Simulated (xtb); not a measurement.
HCu, singlet, at a GFN2-xTB geometry of the parent state (such geometries of metal compounds can be far from the true shape) (the multiplicity is a formal guess); GFN2-xTB (xtb).

Input for xtb:
```
$ xtb mol.xyz --gfn 2 --chrg 0 --uhf 0 --json

# file mol.xyz
2

Cu    -0.00000000    -0.00000000    -0.04926702
H      0.00000000     0.00000000     1.42874357
```

Predict the main parts of the log of this xtb run.


```
   ID    Z sym.   atoms
    1   29 Cu     1
    2    1 H      2

           -------------------------------------------------
          |                Calculation Setup                |
           -------------------------------------------------

           -------------------------------------------------
          |                 G F N 2 - x T B                 |
           -------------------------------------------------

          ...................................................
          :                      SETUP                      :
          :.................................................:
          :  # basis functions                  11          :
          :  # atomic orbitals                  10          :
          :  # shells                            4          :
          :  # electrons                        12          :
          :  max. iterations                   250          :
          :  Hamiltonian                  GFN2-xTB          :
          :  restarted?                      false          :
          :  GBSA solvation                  false          :
          :  PC potential                    false          :
          :  electronic temp.          300.0000000     K    :
          :  accuracy                    1.0000000          :
          :  -> integral cutoff          0.2500000E+02      :
          :  -> integral neglect         0.1000000E-07      :
          :  -> SCF convergence          0.1000000E-05 Eh   :
          :  -> wf. convergence          0.1000000E-03 e    :
          :  Broyden damping             0.4000000          :
          :  net charge                          0          :
          :  unpaired electrons                  0          :
          ...................................................

 iter      E             dE          RMSdq      gap      omega  full diag
   1     -4.3922968 -0.439230E+01  0.859E+00    5.03       0.0  T
   2     -4.3950600 -0.276316E-02  0.622E+00    5.29       1.0  T
   3     -4.3967802 -0.172021E-02  0.129E+00    5.56       1.0  T
   4     -4.3969674 -0.187212E-03  0.454E-01    5.41       1.0  T
   5     -4.3969841 -0.167635E-04  0.279E-01    5.37       1.0  T
   6     -4.3969855 -0.132351E-05  0.109E-01    5.39       1.0  T
   7     -4.3969856 -0.120667E-06  0.728E-02    5.39       1.0  T
   8     -4.3969857 -0.102735E-06  0.858E-04    5.40      82.4  T
   9     -4.3969857 -0.116298E-10  0.405E-04    5.40     174.4  T

   *** convergence criteria satisfied after 9 iterations ***

         :::::::::::::::::::::::::::::::::::::::::::::::::::::
         ::                     SUMMARY                     ::
         :::::::::::::::::::::::::::::::::::::::::::::::::::::
         :: total energy              -4.393189568123 Eh    ::
         :: gradient norm              0.013722506631 Eh/a0 ::
         :: HOMO-LUMO gap              5.397704472243 eV    ::
         ::.................................................::
         :: SCC energy                -4.396985689834 Eh    ::
         :: -> isotropic ES            0.002729078617 Eh    ::
         :: -> anisotropic ES          0.004541611583 Eh    ::
         :: -> anisotropic XC         -0.012009942548 Eh    ::
         :: -> dispersion             -0.000334655690 Eh    ::
         :: repulsion energy           0.003796121712 Eh    ::
         :: add. restraining           0.000000000000 Eh    ::
         :: total charge               0.000000000000 e     ::
         :::::::::::::::::::::::::::::::::::::::::::::::::::::

           -------------------------------------------------
          |                Property Printout                |
           -------------------------------------------------

    * Orbital Energies and Occupations

         #    Occupation            Energy/Eh            Energy/eV
      -------------------------------------------------------------
         1        2.0000           -0.4458545             -12.1323
         2        2.0000           -0.3633963              -9.8885
         3        2.0000           -0.3633963              -9.8885
         4        2.0000           -0.3542035              -9.6384
         5        2.0000           -0.3528346              -9.6011
         6        2.0000           -0.3528346              -9.6011 (HOMO)
         7                         -0.1544726              -4.2034 (LUMO)
         8                         -0.0597626              -1.6262
         9                         -0.0597626              -1.6262
        10                          0.5330221              14.5043
      -------------------------------------------------------------
                  HL-Gap            0.1983620 Eh            5.3977 eV
             Fermi-level           -0.2536536 Eh           -6.9023 eV

     #   Z          covCN         q      C6AA      α(0)
     1  29 Cu       0.901     0.175   147.672    27.746
     2   1 H        0.901    -0.175     9.133     4.728

 Mol. C6AA /au·bohr⁶  :        226.845514
 Mol. C8AA /au·bohr⁸  :      14413.560673
 Mol. α(0) /au        :         32.474662

Wiberg/Mayer (AO) data.
largest (>0.10) Wiberg bond orders for each atom

 ---------------------------------------------------------------------------
     #   Z sym  total        # sym  WBO       # sym  WBO       # sym  WBO
 ---------------------------------------------------------------------------
     1  29 Cu   0.969 --     2 H    0.969
     2   1 H    0.969 --     1 Cu   0.969
 ---------------------------------------------------------------------------

Topologies differ in total number of bonds
Writing topology from bond orders to xtbtopo.mol

molecular dipole:
                 x           y           z       tot (Debye)
 q only:        0.000       0.000      -0.490
   full:        0.000       0.000      -1.422       3.615
molecular quadrupole (traceless):
                xx          xy          yy          xz          yz          zz
 q only:        0.638       0.000       0.638       0.000       0.000      -1.276
  q+dip:       -0.004       0.000      -0.004       0.000       0.000       0.007
   full:        0.529      -0.000       0.529       0.000       0.000      -1.058

           -------------------------------------------------
          | TOTAL ENERGY               -4.393189568123 Eh   |
          | GRADIENT NORM               0.013722506631 Eh/α |
          | HOMO-LUMO GAP               5.397704472243 eV   |
           -------------------------------------------------

normal termination of xtb
```
